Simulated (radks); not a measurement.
Isoelectronic series with 10 electrons, each ion in its NIST ground configuration. All-electron calculation, non-relativistic Kohn-Sham, PBE, spin-unpolarised, spherical densities, point nucleus. Program: a radial shooting solver on a logarithmic mesh with Libxc functionals. Total energies (hartree) and orbital eigenvalues (eV):

ion    configuration  E (hartree)         2p         2s         1s
Ne              [Ne]   -128.86643   -13.3473   -36.2778  -829.6571
Mg2+            [Ne]   -199.11174   -66.7177   -99.6435  -1277.718
Al3+            [Ne]   -240.26430  -104.1345  -142.1482  -1543.253
Si4+            [Ne]   -285.42809  -148.5209  -191.6497  -1836.235
P5+             [Ne]   -334.59998  -199.8229  -248.0841  -2156.597
S6+             [Ne]   -387.77794  -258.0087  -311.4137  -2504.295
Cl7+            [Ne]   -444.96059  -323.0578  -381.6144  -2879.300
Ar8+            [Ne]   -506.14695  -394.9562  -458.6700  -3281.592
K9+             [Ne]   -571.33630  -473.6943  -542.5690  -3711.157
Ca10+           [Ne]   -640.52809  -559.2649  -633.3034  -4167.984
Sc11+           [Ne]   -713.72191  -651.6625  -730.8669  -4652.063
Ti12+           [Ne]   -790.91744  -750.8830  -835.2548  -5163.389
V13+            [Ne]   -872.11441  -856.9233  -946.4636  -5701.956
